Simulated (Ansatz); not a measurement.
`C[SiH2]B(O)O`, relaxed with RKS PBE0-D4/def2-TZVP in Ansatz 0.2.0 from a PBE-D4/def2-SVP geometry. The force threshold is 0.005 eV/Å; the program also tests the step.

Charge 0, multiplicity 1.

Start:

```xyz
12

C    -1.488    1.020    0.149
Si   -0.543   -0.629    0.234
B     1.439   -0.384   -0.245
O     1.847    0.080   -1.471
O     2.458   -0.640    0.637
H    -2.567    0.878    0.358
H    -1.394    1.476   -0.858
H    -1.086    1.745    0.885
H    -1.200   -1.599   -0.724
H    -0.689   -1.220    1.620
H     1.102    0.238   -2.074
H     2.122   -0.967    1.489
```

(1) By how much does the energy fall, and how many steps does the optimiser take? (Best estimate.)

(2) Which bonds change most? (Best estimate.)

(3) Give the relaxed structure. (Best estimate.)

Answers

(1) Ansatz gave: 1.15 kcal/mol, in 38 steps, 3 of them rejected.

(2) Ansatz gave: C1–Si2 from 1.903 to 1.881 Å; Si2–H10 from 1.514 to 1.494 Å; Si2–H9 from 1.513 to 1.494 Å; C1–H6 from 1.108 to 1.092 Å.

(3) Computed: 
```xyz
12

C    -1.552    0.903   -0.176
Si   -0.491   -0.497    0.495
B     1.439   -0.369   -0.166
O     1.854    0.630   -0.995
O     2.410   -1.260    0.176
H    -2.580    0.825    0.183
H    -1.581    0.884   -1.269
H    -1.164    1.875    0.139
H    -1.080   -1.809    0.092
H    -0.519   -0.473    1.989
H     1.159    1.248   -1.225
H     2.106   -1.957    0.758
```
